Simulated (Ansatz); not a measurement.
Coupled-cluster run, C$_{6}$H$_{8}$Cl$_{2}$OZr, SMILES `C[C@@]12[C@H]3[C@H]4[C@H]5[C@@H]1[Zr]4532([OH])([Cl])[Cl]`.

```yaml
crystal:
  periodic: [false, false, false]
  atoms:
    - {symbol: C, position_ang: [-2.080727, 0.242484, -0.972805]}
    - {symbol: C, position_ang: [-0.871158, 0.537086, -0.152482]}
    - {symbol: C, position_ang: [-0.594977, 0.058228, 1.147520]}
    - {symbol: C, position_ang: [0.630102, 0.609993, 1.583547]}
    - {symbol: C, position_ang: [1.114873, 1.448755, 0.555808]}
    - {symbol: C, position_ang: [0.199472, 1.395373, -0.511961]}
    - {symbol: Zr, position_ang: [1.202019, -0.900726, -0.298656]}
    - {symbol: O, position_ang: [0.730933, -2.592060, 0.457319]}
    - {symbol: Cl, position_ang: [0.815343, -1.117484, -2.637088]}
    - {symbol: Cl, position_ang: [3.552777, -0.709107, -0.009300]}
    - {symbol: H, position_ang: [-1.838896, 0.205340, -2.035571]}
    - {symbol: H, position_ang: [-2.531239, -0.711108, -0.692944]}
    - {symbol: H, position_ang: [-2.834588, 1.021338, -0.824655]}
    - {symbol: H, position_ang: [-1.214755, -0.629250, 1.704986]}
    - {symbol: H, position_ang: [1.120290, 0.413399, 2.526265]}
    - {symbol: H, position_ang: [2.046726, 1.993149, 0.570515]}
    - {symbol: H, position_ang: [0.300970, 1.898353, -1.462915]}
    - {symbol: H, position_ang: [0.252817, -3.163794, 1.052414]}
basis:
  gaussian: {orbitals: def2-TZVPP}
correlation: {method: ccsd_t}
output: {orbitals: {seedname: orbitals}}
```

```sh
$ ansatz run in.yaml --threads 4 --pin off --events-out ev --progress --plain --backend cuda
```

Log, shortened:

```
Functional definition: HF
2850 factors; integrals over basis functions are off by at most 1.1e-3 eV
mean field evaluation 1: about -34622.1161 eV, gradient 6.1e1 eV
mean field evaluation 2: about -34622.6531 eV, gradient 6.1e1 eV
mean field evaluation 4: about -34631.1479 eV, gradient 7.5e0 eV
mean field evaluation 8: about -34631.3227 eV, gradient 6.6e-1 eV
mean field -34631.32404448 eV, -1272.6776846801 hartree, gradient 2.1e-6 eV, S^2 0.000000; 0 other end points of the search recorded, 0 dependent functions left out
17 core orbitals not correlated: weight in the atoms' cores, before any rotation towards them, 1.000 or more for the frozen orbitals, at most 0.000 for the correlated occupied ones
reference -34631.32404448 eV, -1272.6776846801 hartree; 32, 32 occupied and 420, 420 virtual orbitals, 2850 factors
second order -53.69156377 eV of doubles, -0.00000000 eV of singles
cycle   1  -52.99231755 eV  change    7.0e-1 eV  update   2.0e-1
cycle   2  -54.28076169 eV  change    -1.3e0 eV  update   8.0e-2
cycle   3  -54.67867425 eV  change   -4.0e-1 eV  update   3.4e-2
cycle   4  -54.67643165 eV  change    2.2e-3 eV  update   1.0e-2
cycle   5  -54.66341463 eV  change    1.3e-2 eV  update   4.2e-3
cycle   6  -54.66507953 eV  change   -1.7e-3 eV  update   1.5e-3
cycle   7  -54.66502851 eV  change    5.1e-5 eV  update   5.6e-4
cycle   8  -54.66450714 eV  change    5.2e-4 eV  update   1.9e-4
cycle   9  -54.66457709 eV  change   -7.0e-5 eV  update   7.6e-5
cycle  10  -54.66466140 eV  change   -8.4e-5 eV  update   2.7e-5
cycle  11  -54.66459668 eV  change    6.5e-5 eV  update   1.3e-5
perturbative correction -2.74618494 eV, -0.1009204353 hartree
Total energy: -34688.73482610 eV, -1274.7874919904 hartree
```

Run time 2.6 min (4 threads of an AMD EPYC 7R13 on a shared host and a share of an NVIDIA H100 80 GB); peak host memory 2.5 GiB.

Correlation energy per correlated electron: -0.897 eV. T1 diagnostic: 0.0135.
